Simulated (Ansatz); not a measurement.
A nudged elastic band was laid between two geometries of C2H5FOSi (10 atoms, charge 0, multiplicity 1).

All numbers below come from Ansatz, RKS PBE-D4/def2-SVP.

```
movable images  : 7
climbing image  : yes
spring          : 5.0 eV/Å²
optimiser       : lbfgs
start path      : IDPP
force threshold : 0.05 eV/Å
iteration limit : 60
end points      : relaxed
```

Image 0:

```xyz
10
Properties=species:S:1:pos:R:3
C -1.049 -0.530 0.749
C 0.371 -0.441 0.246
O 0.512 -0.653 -1.249
Si 0.998 0.900 -0.824
F 0.024 2.128 -1.279
H -1.724 0.179 0.230
H -1.083 -0.308 1.835
H -1.448 -1.556 0.598
H 1.083 -1.086 0.802
H 2.399 1.316 -1.104
```

Image 8:

```xyz
10
Properties=species:S:1:pos:R:3
C -1.102 -0.682 0.511
C 0.298 -0.550 -0.034
O 0.362 -0.016 -1.452
Si 1.115 1.046 -0.387
F 0.351 2.456 -0.087
H -1.675 -1.433 -0.075
H -1.659 0.275 0.476
H -1.070 -1.025 1.565
H 0.905 -1.474 0.064
H 2.558 1.353 -0.579
```

(1) Which bonds break or form, and what moves?

(2) What energy profile does the band end with?

(3) What is the geometry of the highest image?

Results:

(1) No bond is made or broken. The dihedral H7–C1–C2–Si4 goes from -108 to 12°. The two ends are copies of one structure, up to a mirror image or an exchange of like atoms.

(2) It converged. The highest image is number 4 of 0 to 8, 0.113 eV above the ends, which have the same energy within 2 meV. Another band between the same ends (7 images) ends at a top of the same energy, where a vibrational analysis finds 1 clearly imaginary mode.

```tsv
image	path coordinate (Å)	energy (eV)	dihedral H7–C1–C2–Si4 (°)
0	0.00	0.000	-108
1	0.41	0.016	-93
2	0.82	0.055	-78
3	1.24	0.095	-62
4	1.65	0.113	-47
5	2.06	0.097	-32
6	2.47	0.056	-17
7	2.89	0.016	-3
8	3.30	0.000	12
```

(3) 
```xyz
10
Properties=species:S:1:pos:R:3:forces:R:3
C -1.103 -0.648 0.590 0.01 0.00 0.00
C 0.313 -0.537 0.044 0.00 0.00 0.03
O 0.403 -0.200 -1.434 -0.01 0.00 0.01
Si 1.104 1.016 -0.508 -0.02 -0.02 0.00
F 0.305 2.436 -0.422 -0.01 0.00 0.01
H -1.826 -0.522 -0.242 0.04 0.01 -0.01
H -1.336 0.123 1.353 0.00 -0.01 -0.01
H -1.282 -1.642 1.046 -0.01 0.02 -0.01
H 0.957 -1.409 0.277 0.01 -0.01 -0.01
H 2.546 1.332 -0.701 -0.01 0.00 -0.01
```

Time of the run: 110 s on 2 threads of Arm Neoverse V2, on a shared host, peak memory 0.13 GiB.
